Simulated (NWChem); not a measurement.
All runs are NWChem calculations. System: THF (C4H8O), charge 0, spin multiplicity 1, at a geometry optimised with PBE/def2-SVP. Level: TPSS/def2-SVP.

Job file:

```
start mol
memory heap 200 mb stack 900 mb global 1100 mb
geometry units angstroms nocenter noautoz
  C      0.352962     0.681857     0.995402
  C     -0.352962    -0.681857     0.995402
  C     -0.071911    -1.168311    -0.432429
  O      0.000000     0.000000    -1.250565
  C      0.071911     1.168311    -0.432429
  H     -0.026270     1.377116     1.770345
  H      1.443763     0.553720     1.159036
  H      0.026270    -1.377116     1.770345
  H     -1.443763    -0.553720     1.159036
  H     -0.863898    -1.842548    -0.826163
  H      0.894065    -1.729320    -0.478796
  H     -0.894065     1.729320    -0.478796
  H      0.863898     1.842548    -0.826163
  symmetry group C2
end
basis spherical
  * library def2-svp
end
dft
  xc xtpss03 ctpss03
  semidirect memsize 60000000 filesize 0
  iterations 100
  grid fine
end
task dft energy
```

Part of the output:

```
             Northwest Computational Chemistry Package (NWChem) 7.3.0
             --------------------------------------------------------

                                NWChem Input Module
                                -------------------

 Scaling coordinates for geometry "geometry" by  1.889725989
 (inverse scale =  0.529177249)

 Turning off AUTOSYM since
 SYMMETRY directive was detected!

                             Geometry "geometry" -> ""
                             -------------------------

 Output coordinates in angstroms (scale by  1.889725989 to convert to a.u.)

  No.       Tag          Charge          X              Y              Z
 ---- ---------------- ---------- -------------- -------------- --------------
    1 C                    6.0000     0.35296200     0.68185700     0.99540200
    2 C                    6.0000    -0.35296200    -0.68185700     0.99540200
    3 C                    6.0000    -0.07191100    -1.16831100    -0.43242900
    4 O                    8.0000     0.00000000     0.00000000    -1.25056500
    5 C                    6.0000     0.07191100     1.16831100    -0.43242900
    6 H                    1.0000    -0.02627000     1.37711600     1.77034500
    7 H                    1.0000     1.44376300     0.55372000     1.15903600
    8 H                    1.0000     0.02627000    -1.37711600     1.77034500
    9 H                    1.0000    -1.44376300    -0.55372000     1.15903600
   10 H                    1.0000    -0.86389800    -1.84254800    -0.82616300
   11 H                    1.0000     0.89406500    -1.72932000    -0.47879600
   12 H                    1.0000    -0.89406500     1.72932000    -0.47879600
   13 H                    1.0000     0.86389800     1.84254800    -0.82616300

 Effective nuclear repulsion energy (a.u.)     189.7908730651

            Nuclear Dipole moment (a.u.)
            ----------------------------
        X                 Y               Z
 ---------------- ---------------- ----------------
     0.0000000000     0.0000000000    -0.0000000000

      Symmetry information
      --------------------

 Group name             C2
 Group number              4
 Group order               2
 No. of unique centers     7

      Symmetry unique atoms

     1    3    4    6    7   10   11


 Summary of "ao basis" -> "" (spherical)
 ------------------------------------------------------------------------------
       Tag                 Description            Shells   Functions and Types
 ---------------- ------------------------------  ------  ---------------------
 *                          def2-svp                  on all atoms

                                 NWChem DFT Module
                                 -----------------

 Summary of "ao basis" -> "ao basis" (spherical)
 ------------------------------------------------------------------------------
       Tag                 Description            Shells   Functions and Types
 ---------------- ------------------------------  ------  ---------------------
 C                          def2-svp                 6       14   3s2p1d
 O                          def2-svp                 6       14   3s2p1d
 H                          def2-svp                 3        5   2s1p

 Summary of "ao basis" -> "ao basis" (spherical)
 ------------------------------------------------------------------------------
       Tag                 Description            Shells   Functions and Types
 ---------------- ------------------------------  ------  ---------------------
 C                          def2-svp                 6       14   3s2p1d
 O                          def2-svp                 6       14   3s2p1d
 H                          def2-svp                 3        5   2s1p

      Symmetry analysis of basis
      --------------------------

        a          56
        b          54

            General Information
            -------------------
          SCF calculation type: DFT
          Wavefunction type:  closed shell.
          No. of atoms     :    13
          No. of electrons :    40
           Alpha electrons :    20
            Beta electrons :    20
          Charge           :     0
          Spin multiplicity:     1
          Use of symmetry is: on ; symmetry adaption is: on
          Maximum number of iterations: 100
          AO basis - number of functions:   110
                     number of shells:    54
          Convergence on energy requested:  1.00D-06
          Convergence on density requested:  1.00D-05
          Convergence on gradient requested:  5.00D-04

              XC Information
              --------------
                  TPSS metaGGA Exchange Functional  1.000
             TPSS03 metaGGA Correlation Functional  1.000

             Grid Information
             ----------------
          Grid used for XC integration:  fine
          Radial quadrature: Mura-Knowles
          Angular quadrature: Lebedev.
          Tag              B.-S. Rad. Rad. Pts. Rad. Cut. Ang. Pts.
          ---              ---------- --------- --------- ---------
          C                   0.70       70          10.0       590
          O                   0.60       70          10.0       590
          H                   0.35       60          11.0       590
          Grid pruning is: on
          Number of quadrature shells:   450
          Spatial weights used:  Erf1

          Convergence Information
          -----------------------
          Convergence aids based upon iterative change in
          total energy or number of iterations.
          Levelshifting, if invoked, occurs when the
          HOMO/LUMO gap drops below (HL_TOL):  1.00D-02
          DIIS, if invoked, will attempt to extrapolate
          using up to (NFOCK): 10 stored Fock matrices.

                    Damping( 0%)  Levelshifting(0.5)       DIIS
                  --------------- ------------------- ---------------
          dE  on:    start            ASAP                start
          dE off:    2 iters        100 iters           100 iters

      Screening Tolerance Information
      -------------------------------
          Density screening/tol_rho:  1.00D-10
          AO Gaussian exp screening on grid/accAOfunc:  14
          CD Gaussian exp screening on grid/accCDfunc:  20
          XC Gaussian exp screening on grid/accXCfunc:  20
          Schwarz screening/accCoul:  1.00D-08

      Superposition of Atomic Density Guess
      -------------------------------------

 Sum of atomic energies:        -229.18462805

      Non-variational initial energy
      ------------------------------

 Total energy =    -232.471053
 1-e energy   =    -685.138506
 2-e energy   =     262.876581
 HOMO         =      -0.317432
 LUMO         =       0.104965

      Symmetry analysis of molecular orbitals - initial
      -------------------------------------------------

  Numbering of irreducible representations:

     1 a           2 b

  Orbital symmetries:

     1 a           2 a           3 b           4 a           5 b
     6 a           7 a           8 b           9 b          10 a
    11 b          12 a          13 b          14 a          15 b
    16 a          17 b          18 a          19 a          20 b
    21 a          22 b          23 a          24 b          25 a
    26 b          27 a          28 b          29 a          30 b

------------------------------------------------------------
EAF file 0: "./mol.aoints.0" size=524288 bytes
------------------------------------------------------------
               write      read    awrite     aread      wait
               -----      ----    ------     -----      ----
     calls:        1         0         0         0         0
   data(b): 5.24e+05  0.00e+00  0.00e+00  0.00e+00
   time(s): 0.00e+00  0.00e+00  0.00e+00  0.00e+00  0.00e+00
rate(mb/s): 0.00e+00  0.00e+00
------------------------------------------------------------

 Grid integrated density:      40.000025572614
 Requested integration accuracy:   0.10E-06

   convergence    iter        energy       DeltaE   RMS-Dens  Diis-err    time
 ---------------- ----- ----------------- --------- --------- ---------  ------
 d= 0,ls=0.0,diis     1   -232.2536219213 -4.22D+02  1.28D-02  4.81D-01     4.3
 Grid integrated density:      40.000020904074
 Requested integration accuracy:   0.10E-06
 d= 0,ls=0.0,diis     2   -232.2442107443  9.41D-03  7.63D-03  7.43D-01     6.4
 Grid integrated density:      40.000021131366
 Requested integration accuracy:   0.10E-06
 d= 0,ls=0.0,diis     3   -232.3121532010 -6.79D-02  1.68D-03  7.55D-02     8.5
 Grid integrated density:      40.000021011887
 Requested integration accuracy:   0.10E-06
 d= 0,ls=0.0,diis     4   -232.3183404298 -6.19D-03  6.18D-04  5.00D-03    10.3
 Grid integrated density:      40.000021025588
 Requested integration accuracy:   0.10E-06
 d= 0,ls=0.0,diis     5   -232.3188928674 -5.52D-04  1.96D-04  3.49D-04    12.2
 Grid integrated density:      40.000021014509
 Requested integration accuracy:   0.10E-06
  Resetting Diis
 d= 0,ls=0.0,diis     6   -232.3189404274 -4.76D-05  1.52D-05  1.37D-06    14.1
 Grid integrated density:      40.000021014817
 Requested integration accuracy:   0.10E-06
 d= 0,ls=0.0,diis     7   -232.3189406202 -1.93D-07  3.84D-06  4.47D-08    15.9

         Total DFT energy =     -232.318940620177
      One electron energy =     -689.783379668043
           Coulomb energy =      300.978852166133
    Exchange-Corr. energy =      -33.305286183402
 Nuclear repulsion energy =      189.790873065135

 Numeric. integr. density =       40.000021014817

     Total iterative time =     15.2s

                  Occupations of the irreducible representations
                  ----------------------------------------------

                     irrep           alpha         beta
                     --------     --------     --------
                     a                11.0         11.0
                     b                 9.0          9.0

                       DFT Final Molecular Orbital Analysis
                       ------------------------------------

 Vector   18  Occ=2.000000D+00  E=-2.969125D-01  Symmetry=a
              MO Center= -2.4D-15, -2.4D-15,  6.3D-01, r^2= 3.3D+00
   Bfn.  Coefficient  Atom+Function         Bfn.  Coefficient  Atom+Function
  ----- ------------  ---------------      ----- ------------  ---------------
     4      0.277560   1 C  px               18     -0.277560   2 C  px
    76      0.273518   7 H  s                86      0.273518   9 H  s
    32      0.173848   3 C  px               60     -0.173848   5 C  px
    77      0.161051   7 H  s                87      0.161051   9 H  s
    96      0.152478  11 H  s               101      0.152478  12 H  s

 Vector   19  Occ=2.000000D+00  E=-2.666269D-01  Symmetry=a
              MO Center= -1.5D-15, -6.8D-15, -7.4D-01, r^2= 2.1D+00
   Bfn.  Coefficient  Atom+Function         Bfn.  Coefficient  Atom+Function
  ----- ------------  ---------------      ----- ------------  ---------------
    48      0.487366   4 O  pz               51      0.355279   4 O  pz
    34     -0.210972   3 C  pz               62     -0.210972   5 C  pz
     6      0.191021   1 C  pz               20      0.191021   2 C  pz
    45     -0.174049   4 O  s                44     -0.161288   4 O  s
     9      0.095431   1 C  pz               23      0.095431   2 C  pz

 Vector   20  Occ=2.000000D+00  E=-1.983099D-01  Symmetry=b
              MO Center= -1.6D-15,  1.7D-15, -9.8D-01, r^2= 1.9D+00
   Bfn.  Coefficient  Atom+Function         Bfn.  Coefficient  Atom+Function
  ----- ------------  ---------------      ----- ------------  ---------------
    46      0.567901   4 O  px               49      0.430832   4 O  px
    96     -0.199841  11 H  s               101      0.199841  12 H  s
    97     -0.157987  11 H  s               102      0.157987  12 H  s
    91      0.148012  10 H  s               106     -0.148012  13 H  s
     3      0.146420   1 C  s                17     -0.146420   2 C  s

 Vector   21  Occ=0.000000D+00  E= 4.097418D-02  Symmetry=a
              MO Center=  8.2D-14,  4.8D-14,  7.3D-01, r^2= 7.1D+00
   Bfn.  Coefficient  Atom+Function         Bfn.  Coefficient  Atom+Function
  ----- ------------  ---------------      ----- ------------  ---------------
     3      1.074535   1 C  s                17      1.074535   2 C  s
    72     -0.736265   6 H  s                82     -0.736265   8 H  s
    77     -0.709599   7 H  s                87     -0.709599   9 H  s
    31      0.631230   3 C  s                59      0.631230   5 C  s
    97     -0.582247  11 H  s               102     -0.582247  12 H  s

 Vector   22  Occ=0.000000D+00  E= 6.292065D-02  Symmetry=b
              MO Center= -7.1D-14,  2.5D-14,  7.3D-01, r^2= 6.3D+00
   Bfn.  Coefficient  Atom+Function         Bfn.  Coefficient  Atom+Function
  ----- ------------  ---------------      ----- ------------  ---------------
    77      0.918186   7 H  s                87     -0.918186   9 H  s
    97      0.628433  11 H  s               102     -0.628433  12 H  s
    72     -0.598987   6 H  s                82      0.598987   8 H  s
     3     -0.528291   1 C  s                17      0.528291   2 C  s
    31     -0.433922   3 C  s                59      0.433922   5 C  s

 Vector   23  Occ=0.000000D+00  E= 8.685005D-02  Symmetry=b
              MO Center= -1.9D-14, -7.3D-14,  1.1D-01, r^2= 8.4D+00
   Bfn.  Coefficient  Atom+Function         Bfn.  Coefficient  Atom+Function
  ----- ------------  ---------------      ----- ------------  ---------------
    31      1.301886   3 C  s                59     -1.301886   5 C  s
     3     -1.182351   1 C  s                17      1.182351   2 C  s
    92     -0.954325  10 H  s               107      0.954325  13 H  s
    97     -0.758104  11 H  s               102      0.758104  12 H  s
    72      0.684081   6 H  s                82     -0.684081   8 H  s

 center of mass
 --------------
 x =   0.00000000 y =   0.00000000 z =  -0.08436810

 moments of inertia (a.u.)
 ------------------
         447.205396082205         -33.649786703878           0.000000000000
         -33.649786703878         265.809039567891           0.000000000000
           0.000000000000           0.000000000000         255.906830406212

     Multipole analysis of the density
     ---------------------------------

     L   x y z        total         alpha         beta         nuclear
     -   - - -        -----         -----         ----         -------
     0   0 0 0     -0.000000    -20.000000    -20.000000     40.000000

     1   1 0 0      0.000000      0.000000      0.000000      0.000000
     1   0 1 0      0.000000      0.000000      0.000000      0.000000
     1   0 0 1      0.675775      0.337888      0.337888     -0.000000

     2   2 0 0    -23.099116    -27.295573    -27.295573     31.492030
     2   1 1 0      0.169653     -9.760658     -9.760658     19.690969
     2   1 0 1      0.000000      0.000000      0.000000      0.000000
     2   0 2 0    -21.924688    -80.840439    -80.840439    139.756191
     2   0 1 1      0.000000      0.000000      0.000000      0.000000
     2   0 0 2    -25.804595    -79.723510    -79.723510    133.642425

 Task  times  cpu:       15.9s     wall:       15.9s

 Total times  cpu:       16.0s     wall:       16.0s
```
